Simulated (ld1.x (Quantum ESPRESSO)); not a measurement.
Scattering properties, TM potential for Zr

ld1.x (Quantum ESPRESSO) 7.5 input, shortened:

```
&input
   title='Zr', zed=40., rel=1, dft='PZ', iswitch=3,
   config='[Kr] 4d2 4f-2 5s2 5p0'
 /
 &inputp
   pseudotype=2, tm=.true., lloc=0,
   nlcc=.false.
 /
4
4P  2  1   6.00   0.00  1.25  1.25  0.0
4D  3  2   2.00   0.00  2.40  2.40  0.0
4F  4  3  -2.00  -0.20  2.50  2.50  0.0
5S  1  0   2.00   0.00  2.45  2.45  0.0
 &test
   configts(1)='4p6 4d2 5s2 5p0'
 /
```

The phase is arctan(r·u′/u) with u = r·R(r), unwrapped; energies in Ry, scanned from -4 to 5 Ry. A pole is an energy at which the radial function vanishes at the test radius. The pseudo phase is shifted by a multiple of π to meet the all-electron one at the reference energy, and phase errors are pseudo minus all-electron; the curves can meet again beyond the range given. Levels narrower than the energy grid can be missing from the lists of poles.

**Question.** For each channel, where are the poles, and over which energies does the pseudopotential scatter like the atom?

**Answer.**

```
channel  radius (bohr)  reference energy (Ry)  poles, all-electron  poles, pseudo  unbroken range about the reference energy with phases within 0.05 rad  phase error 1 Ry above the reference energy (rad)
      s           2.70                  -0.34          -3.95, 2.81     1.27, 4.80                                                            -3.5 to 0.1                                             -0.139
      p           2.70                  -2.39          -2.25, 4.00          -2.24                                                           -2.5 to -0.9                                             +0.029
      d           2.70                  -0.27                 0.38           0.44                                                              below 1.1                                             +0.032
      f           2.70                  -0.20                 3.00           3.62                                                              below 1.1                                             +0.009
```

Phases in the d channel:

| E (Ry) | all-electron | pseudo |
| --- | --- | --- |
| -4.00 | 1.379 | 1.381 |
| -3.52 | 1.364 | 1.368 |
| -3.04 | 1.346 | 1.350 |
| -2.56 | 1.322 | 1.327 |
| -2.08 | 1.286 | 1.293 |
| -1.60 | 1.228 | 1.237 |
| -1.12 | 1.105 | 1.119 |
| -0.64 | 0.637 | 0.658 |
| -0.16 | -1.116 | -1.114 |
| 0.32 | -1.547 | -1.529 |
| 0.80 | -1.689 | -1.654 |
| 1.28 | -1.793 | -1.729 |
| 1.76 | -1.922 | -1.796 |
| 2.24 | -2.167 | -1.875 |
| 2.72 | -2.857 | -1.988 |
| 3.20 | -3.922 | -2.186 |
| 3.68 | -4.336 | -2.612 |
| 4.16 | -4.497 | -3.409 |
| 4.64 | -4.581 | -4.018 |
